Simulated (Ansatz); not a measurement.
Two isomers of C2H5GeN: A = `N=[C]1[CH2][GeH2]1`, B = `NC#[C][GeH3]`.

Computed with Ansatz on PBE0-D4/def2-TZVP structures; ΔE is electronic, products minus reactants. CBS: MP2 limit from def2 TZ/QZ plus the TZ coupled-cluster correction, frozen cores. Functionals use def2-TZVPP. B3LYP here is the variant with VWN-RPA as its local correlation; programs differ in this. For Ge outer-core shells are correlated without core-valence functions, which leaves a few kJ/mol of doubt a bond. Scalar relativity is left out up to krypton. One conformer a species, not always the lowest.

(1) Which is lower in electronic energy at CCSD(T)/CBS, and by how much? (Estimate.)

(2) Give E(B) − E(A) in kcal/mol with PBE0-D4, LDA (SPW92), B3LYP-D4, B2PLYP, r2SCAN-D4, MP2/def2-TZVPP, B3LYP. (An estimate is asked.)

(3) Does the order hold for the free energy at 298.15 K (harmonic terms from PBE0-D4)? (Estimate.)

Largest T1 diagnostic: 0.013.

## Answers

(1) Computed: B, by 10.4 kcal/mol.

(2) Ansatz gave: PBE0-D4 -8.2, LDA (SPW92) -4.9, B3LYP-D4 -11.5, B2PLYP -13.1, r2SCAN-D4 -8.6, MP2/def2-TZVPP -12.9, B3LYP -12.4. None reverses the order clearly.

(3) Ansatz gave: Yes: G(B) − G(A) = -12.9 kcal/mol, for one conformer each. Modes under 60 cm⁻¹, often nearly free rotors, make the harmonic entropy too high.

Leaving LDA and LC-ωPBE aside and taking each functional with its dispersion term where it has one, the values, not all of them listed here, spread over 9.2 kcal/mol, from BHLYP-D4 to revPBE-D4. LDA lies +1.3 kcal/mol from PBE without D4. From PBE to PBE0 (25 % exact exchange), in def2-TZVPP and without D4, E(B) − E(A) moves by −2.4 kcal/mol.
